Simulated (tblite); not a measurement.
C8H6NO (doublet state).
Z-matrix (Å and degrees, GFN2-xTB geometry), rows numbered from 1:
```
C 
N   1  1.2670
C   2  1.3521  1  123.26
C   3  1.3930  2  117.84  1  -179.34
C   4  1.3759  3  122.20  2   179.71
C   5  1.4051  4  119.74  3    -0.33
C   6  1.3603  5  120.96  4     0.41
C   7  1.4397  6  121.09  5     0.05
C   8  1.3346  3  126.69  2     0.79
O   9  1.1717  8  166.00  3   178.55
H   1  1.0979  2  122.69  3     0.03
H   1  1.0758  2  119.48  3   179.92
H   4  1.0788  3  116.85  2    -0.20
H   5  1.0782  4  120.46  3   179.83
H   6  1.0797  5  119.70  4  -179.51
H   7  1.0793  6  121.11  5  -179.97
```

Computed with GFN2-xTB (tblite): harmonic, unscaled wavenumbers at the GFN2-xTB geometry, gas phase. The method is semi-empirical: single wavenumbers can be off by several per cent or more. One conformer, not necessarily the lowest. Open shells enter through the occupations alone, without spin polarisation, and single modes of such species can be off by tens of per cent.

Harmonic wavenumbers (cm⁻¹): 60.8, 116.5, 185.9, 187.7, 221.5, 335.3, 368.7, 387.9, 444.1, 510.6, 533.9, 573.2, 575.8, 680.9, 720.6, 750.2, 821.4, 840.5, 844.0, 901.8, 905.4, 1043.4, 1065.0, 1137.1, 1162.5, 1221.3, 1242.2, 1247.2, 1300.7, 1372.2, 1395.5, 1403.4, 1478.8, 1565.5, 1636.9, 2131.0, 2869.7, 3081.9, 3092.6, 3100.4, 3110.3, 3117.4.

A = 2109, B = 1335, C = 817.5 MHz; mass 132.045 u (most abundant isotopes); point group Cs, symmetry number 1; spin multiplicity 2.

**Question.** Zero-point energy?

**Answer.** ½Σν̃ = 24871 cm⁻¹ = 297.52 kJ/mol.

**Question.** Entropy at 350 K, 1 bar (ideal gas, RRHO, classical rotation)?

**Answer.** Translation 173.09, rotation 124.70, vibration 114.40, spin (R ln 2) 5.76: S = 418.0 J/(mol K).

**Question.** And Cp and H(350 K) − H(0)?

**Answer.** Cp = 168.49 J/(mol K), of which vibrations give 135.23 (their classical limit is 42 R = 349.2); H(350 K) − H(0) = 34.17 kJ/mol without the zero-point energy, 22.53 from vibrations.

**Question.** How do the functions run with temperature in this model?

**Answer.** 
```csv
T (K),S (J/(mol K)),Cp (J/(mol K)),H − H(0) (kJ/mol),G − H(0) (kJ/mol),ln q(vib)
100,283.5,66.1,4.70,-23.65,0.95
200,341.9,107.6,13.36,-55.02,2.82
300,393.5,149.2,26.22,-91.83,4.92
500,486.6,216.8,63.25,-180.05,9.37
800,603.0,277.0,138.27,-344.14,15.92
1000,667.6,301.6,196.27,-471.36,19.98
```

q(vib) and H(0) count from the zero-point level.

**Question.** Blend soft modes into free rotors: weight 1/[1 + (100 cm⁻¹/ν̃)⁴] for the oscillator and the rest for a rotor with moment μB/(μ + B), μ = h/(8π²ν), B = 10⁻⁴⁴ kg m². What vibrational entropy results?

**Answer.** 108.89 J/(mol K) in place of 114.40, which changes −T·S at 350 K by +1.93 kJ/mol.

**Question.** What must be added to the electronic energy to get the Gibbs energy at 350 K and 1 bar?

**Answer.** ZPE + [H(350 K) − H(0)] − T·S = 297.52 + 34.17 − 146.28 = 185.41 kJ/mol.

**Question.** Which modes carry the vibrational entropy at 350 K?

**Answer.** 60.8 cm⁻¹: 19.86; 116.5 cm⁻¹: 14.51; 185.9 cm⁻¹: 10.75; 187.7 cm⁻¹: 10.67; 221.5 cm⁻¹: 9.38; 335.3 cm⁻¹: 6.27 J/(mol K); the other 36 give 42.95 together.

Hindered rotation and anharmonicity are outside this model. Other conformers, if any are populated, would add a mixing term that is left out.

Time: 0.57 s. Hardware: Arm Neoverse V1, one thread, shared host with 64 logical CPUs at a one-minute load of 17. The figure is for the frequency step alone.
